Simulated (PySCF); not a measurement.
C₅H₁₀N₂.
Numbering: `[CH2:1]=[N:2]/[N:3]=[CH:4]\[CH:5]([CH3:6])[CH3:7]` (hydrogens: H8, H9 on C1; H10 on C4; H11 on C5; H12, H13, H14 on C6; H15, H16, H17 on C7)

Level: PBE0/pcSseg-1 and CAM-B3LYP/def2-SVPD in PySCF, non-relativistic, on one gas-phase PBE0-D3(BJ)/def2-SVP geometry that isn't relaxed in the solvent. The solvent is an IEF-PCM continuum (Bondi radii, 1.10 Å for H, scaled by 1.2). Specific hydrogen bonds and non-electrostatic terms are outside this model.

Gas phase at PBE0/pcSseg-1: HOMO -6.91 eV, LUMO -0.70 eV, dipole 2.22 D.

Q: What does the continuum do to the energy, the frontier levels and the dipole at PBE0/pcSseg-1 in benzene and chloroform?

A: 
| solvent | ε | E(solvent) − E(gas) (kcal/mol) | polarisation term (kcal/mol) | distortion of the solute (kcal/mol) | HOMO (eV) | LUMO (eV) | dipole (D) |
| --- | --- | --- | --- | --- | --- | --- | --- |
| benzene | 2.271 | -2.23 | -2.43 | 0.20 | -6.95 | -0.70 | 2.53 |
| chloroform | 4.711 | -3.61 | -4.14 | 0.53 | -7.00 | -0.72 | 2.73 |

The first energy column is the sum of the next two and covers electrostatics alone. From benzene to chloroform the lowering changes by a factor 1.62, Onsager's factor (ε − 1)/(2ε + 1) by 1.55 and ε itself by 2.1.

Q: Which radius a makes the point-dipole formula ΔE = −[(ε − 1)/(2ε + 1)]·μ²/a³ give the value in chloroform, with the gas-phase dipole?

A: μ = 0.874 au and |ΔE| = 0.00576 Eh give a = 1.91 Å; the farthest nucleus lies 3.76 Å from the centroid of the nuclei, so such a sphere wouldn't even hold the nuclei. The formula assumes a rigid point dipole at the centre of a sphere.

Q: Which Mulliken charges (PBE0/pcSseg-1) respond most in benzene (means over atoms taken as equivalent)?

A: 
| atoms | environment | gas (e) | solvent (e) | change |
| --- | --- | --- | --- | --- |
| N3 | C=N nitrogen | -0.222 | -0.244 | -0.022 |
| N2 | C=N nitrogen | -0.225 | -0.244 | -0.019 |
| H8 | hydrogen on a C=N carbon | +0.104 | +0.113 | +0.009 |
| H9 | hydrogen on a C=N carbon | +0.132 | +0.141 | +0.009 |
| H10 | hydrogen on a C=N carbon | +0.113 | +0.121 | +0.008 |
| C6/C7 | methyl carbon | -0.227 | -0.232 | -0.005 |
| H12 (×6) | methyl hydrogen | +0.119 | +0.122 | +0.003 |
| C4 | C=N carbon | +0.105 | +0.107 | +0.002 |
| C1 | C=N carbon | -0.028 | -0.026 | +0.002 |
| H11 | methine hydrogen | +0.147 | +0.146 | -0.001 |
| C5 | sp3 CH carbon | -0.385 | -0.384 | +0.001 |

Q: How do the nuclear quadrupole coupling constants eQVzz/h respond in benzene?

A: 
```tsv
nucleus	Q (barn)	gas (MHz)	solvent (MHz)	η gas	η solvent
14N at N2	0.02044	-5.43	-5.38	0.25	0.23
14N at N3	0.02044	-5.07	-5.01	0.24	0.25
```

Gas phase at CAM-B3LYP/def2-SVPD: HOMO -8.33 eV, LUMO 0.33 eV, dipole 2.22 D.

Q: What does the continuum do to the energy, the frontier levels and the dipole at CAM-B3LYP/def2-SVPD in benzene?

A: 
| solvent | ε | E(solvent) − E(gas) (kcal/mol) | polarisation term (kcal/mol) | distortion of the solute (kcal/mol) | HOMO (eV) | LUMO (eV) | dipole (D) |
| --- | --- | --- | --- | --- | --- | --- | --- |
| benzene | 2.271 | -2.25 | -2.47 | 0.22 | -8.37 | 0.34 | 2.57 |

Q: How does the static polarisability (CAM-B3LYP/def2-SVPD, frozen core, with the continuum's full static response) change?

A: 
```
 medium  isotropic (au)  principal values (au)  ⟨r²⟩ of the electrons (bohr²)
    gas            79.6      64.7, 70.0, 104.2                          914.9
benzene            90.7      73.8, 79.7, 118.6                          914.5
```

The isotropic value in benzene is 1.14 times the gas-phase one; no cavity-field correction is applied. ⟨r²⟩ is taken about the centre of nuclear charge.

Conformer computed: `[CH2:1]=[N:2]/[N:3]=[CH:4]\[CH:5]([CH3:6])[CH3:7]`: C1–N2–N3–C4 -111°, N3–C4–C5–C6 91°.
